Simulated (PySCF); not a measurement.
How methods differ on the excitation energy of S⁺

S⁺ [Ne] 3s2 3p3 (4S) → S⁺ [Ne] 3s1 3p3 3d1 (6D), as a difference of total energies. Calculation: PySCF 2.14, in x2c-TZVPPall with one added diffuse shell each of s, p, d type (6s6p4d1f, 51 functions); the spin-free X2C one-electron Hamiltonian (Gaussian nucleus). Correlated levels: valence: [Ne] frozen. The calculations carry no spin-orbit coupling.

| method | excitation energy (eV) |
| --- | --- |
| UHF | 18.315 |
| MP2 (valence) | 19.976 |
| SCS-MP2 (valence) | 20.417 |
| CCSD (valence) | 20.261 |
| CCSD(T) (valence) | 20.347 |

Task: How much does correlation contribute at CCSD(T) (valence)?

Result: 20.347 − (18.315) = 2.032 eV, measured against UHF.

The promoted electron is Rydberg-like, and one or two diffuse shells describe it only roughly, which tends to raise the upper state.
